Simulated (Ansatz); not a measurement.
Ansatz (an electronic-structure program) input (PBE0/def2-SVP):

Ansatz 0.2 input:
```yaml
crystal:
  periodic: [false, false, false]
  atoms:
    - {symbol: C, position_ang: [1.99858169, 0.43657794, -0.33249520]}
    - {symbol: B, position_ang: [0.50072787, 0.55085819, 0.09117820]}
    - {symbol: N, position_ang: [-0.48406715, -0.40268748, -0.03682785]}
    - {symbol: C, position_ang: [-1.88062856, -0.29159835, 0.35998779]}
    - {symbol: H, position_ang: [2.26017465, 1.21143370, -1.05787811]}
    - {symbol: H, position_ang: [2.24246110, -0.53760741, -0.77914418]}
    - {symbol: H, position_ang: [2.66013327, 0.58589688, 0.52486473]}
    - {symbol: H, position_ang: [-0.25256436, -1.30148270, -0.45055333]}
    - {symbol: H, position_ang: [-2.04505450, 0.69400663, 0.79107221]}
    - {symbol: H, position_ang: [-2.14120711, -1.04600034, 1.10687463]}
    - {symbol: H, position_ang: [-2.54683109, -0.41160286, -0.49828757]}
basis:
  gaussian:
    orbitals: def2-SVP
hamiltonian:
  xc: {name: PBE0}
magnetization: {spin_polarized: true, initial_magnetization: 1}
```

End of the output:

```
integrals: 0.03 GiB planned
1048 factors; their error is unknown
0.16 GiB of the device are held for the grids
0.30 GiB of device memory are held for the factors and their scratch space
mean field: 0.30 GiB planned
mean field evaluation 1: about -4337.8452 eV, gradient 4.0e1 eV
mean field evaluation 2: about -4335.1446 eV, gradient 4.6e1 eV
mean field evaluation 4: about -4345.2186 eV, gradient 1.7e0 eV
mean field evaluation 8: about -4345.2290 eV, gradient 1.0e-1 eV
mean field evaluation 16: about -4345.2158 eV, gradient 1.7e-4 eV
mean field -4345.21577813 eV, -159.6837345532 hartree, gradient 1.5e-5 eV, S^2 0.753576; 0 other end points of the search recorded, 0 dependent functions left out
reference -4345.21580661 eV, -159.6837355998 hartree; 16, 15 occupied and 75, 76 virtual orbitals, 1048 factors
Total energy: -4345.21580661 eV, -159.6837355998 hartree
```

It need not be the lowest isomer of its formula.
